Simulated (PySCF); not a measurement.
Exercise with solution: chemical shift, span and skew from a shielding tensor

Cl₃H₂NTi, SMILES [NH2][Ti]([Cl])([Cl])[Cl], multiplicity 1. Atoms are numbered in the order given.

```xyz
7

Ti     0.1935     0.0284     0.0000
Cl    -0.4999     0.9892    -1.8400
Cl    -0.4999     0.9892     1.8400
Cl    -0.3895    -2.0926     0.0000
N      2.0239     0.1442     0.0000
H      2.5968     0.1530    -0.8440
H      2.5968     0.1530     0.8440
```
Charge 0, spin multiplicity 1.

Coordinates come from a B3LYP-D3(BJ)/def2-SVP optimisation. The multiplicity is an assumed one; no other spin state was optimised. The isomer is the one that the SMILES or the coordinates give; other isomers of the formula were not compared. One conformer was computed; it need not be the lowest.

GIAO shieldings from PySCF with PBE0/pcSseg-1, non-relativistic, no solvent. The symmetric part of the tensor of N5 has the principal values -452.9, 120.6, 224.4 ppm. The same nucleus in NH3 has σ = 267.4 ppm at this level (PySCF, at its B3LYP-D3(BJ)/def2-TZVP geometry). Without spin–orbit terms, shifts of atoms bonded to Cl or Br come out too high.

Q: Work out the isotropic shielding, the ¹⁵N shift against NH3, the span and the skew.

A: 
σ(iso) = (σ11 + σ22 + σ33)/3 = -36.0 ppm. δ = σ(ref) − σ(iso) = 267.4 − (-36.0) = 303.4 ppm.
Span Ω = σ33 − σ11 = 677.3 ppm. Skew κ = 3(σ(iso) − σ22)/Ω = -0.69. Tumbling in solution averages the tensor to δ; in a static solid the shielding alone would spread this spin-1/2 line over Ω.
